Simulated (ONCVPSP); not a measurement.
**An all-electron radial function and its pseudo partner (Pt)**

Columns: radius, all-electron u(r) and pseudo u(r) of the 5d shell (level -10.12 eV) of platinum in the configuration [Kr] 4d10 4f14 5s2 5p6 5d9 6s0.5; PBEsol, scalar-relativistic, ONCV scheme, ONCVPSP 4.0.1.

| r (bohr) | all-electron | pseudo |
| --- | --- | --- |
| 0.088 | 0.2494 | 0.0015 |
| 0.175 | 0.0913 | 0.0117 |
| 0.262 | -0.2555 | 0.0371 |
| 0.350 | -0.3964 | 0.0821 |
| 0.438 | -0.3175 | 0.1475 |
| 0.525 | -0.1247 | 0.2306 |
| 0.612 | 0.0999 | 0.3284 |
| 0.700 | 0.3129 | 0.4364 |
| 0.788 | 0.4908 | 0.5460 |
| 0.875 | 0.6265 | 0.6469 |
| 0.962 | 0.7239 | 0.7316 |
| 1.050 | 0.7887 | 0.7946 |
| 1.138 | 0.8259 | 0.8325 |
| 1.225 | 0.8413 | 0.8472 |
| 1.312 | 0.8406 | 0.8444 |
| 1.400 | 0.8278 | 0.8294 |
| 1.487 | 0.8067 | 0.8070 |
| 1.575 | 0.7794 | 0.7794 |
| 1.662 | 0.7486 | 0.7485 |
| 1.750 | 0.7151 | 0.7150 |
| 1.838 | 0.6804 | 0.6803 |
| 1.925 | 0.6457 | 0.6456 |
| 2.012 | 0.6112 | 0.6112 |
| 2.100 | 0.5771 | 0.5770 |
| 2.188 | 0.5439 | 0.5438 |
| 2.275 | 0.5122 | 0.5122 |

Question: How many radial nodes do the two functions have?

Answer: The all-electron 5d function has n − l − 1 = 2; the pseudo-wave has 0, since the states of the same l below it are removed with the core.

Question: At about which radius was the pseudo-wave matched?

Answer: 1.65 bohr. The columns agree to 0.0005 from 1.49 bohr on; several derivatives are matched, so the curves merge somewhat inside the radius.

Question: Where does each function peak?

Answer: Outermost all-electron maximum near 1.23 bohr, pseudo maximum near 1.23 bohr (to the table’s step).

Question: Is the pseudo-wave norm-conserving?

Answer: Yes: the ONCV scheme keeps the norm inside the radius equal to the all-electron one, which fixes the energy derivative of the logarithmic derivative at the level.
